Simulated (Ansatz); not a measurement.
## Ansatz (development build ahead of 0.2.0) run

```yaml
crystal:
  periodic: [false, false, false]
  atoms:
    - { symbol: H, position_ang: [-1.32133, -0.15217, 1.17096] }
    - { symbol: H, position_ang: [-1.63408, 0.47586, 1.37725] }
    - { symbol: H, position_ang: [-0.35451, -2.09368, 0.53323] }
    - { symbol: H, position_ang: [-0.66725, -1.46564, 0.73953] }
    - { symbol: H, position_ang: [0.7215, 0.78478, 1.41555] }
    - { symbol: H, position_ang: [0.40876, 1.41281, 1.62184] }
    - { symbol: H, position_ang: [1.68833, -1.15673, 0.77782] }
    - { symbol: H, position_ang: [1.37558, -0.52869, 0.98412] }
    - { symbol: H, position_ang: [-1.37558, 0.52869, -0.98412] }
    - { symbol: H, position_ang: [-1.68833, 1.15673, -0.77782] }
    - { symbol: H, position_ang: [-0.40876, -1.41281, -1.62184] }
    - { symbol: H, position_ang: [-0.7215, -0.78478, -1.41555] }
    - { symbol: H, position_ang: [0.66725, 1.46564, -0.73953] }
    - { symbol: H, position_ang: [0.35451, 2.09368, -0.53323] }
    - { symbol: H, position_ang: [1.63408, -0.47586, -1.37725] }
    - { symbol: H, position_ang: [1.32133, 0.15217, -1.17096] }
basis:
  gaussian: { orbitals: STO-3G }
hamiltonian:
  xc: hf
```

The input is written out in the form of the current development build from the run's settings.

Output:

- Converged: yes
- Total energy: -8.85818 hartree
- Spin squared of the determinant: 0.000
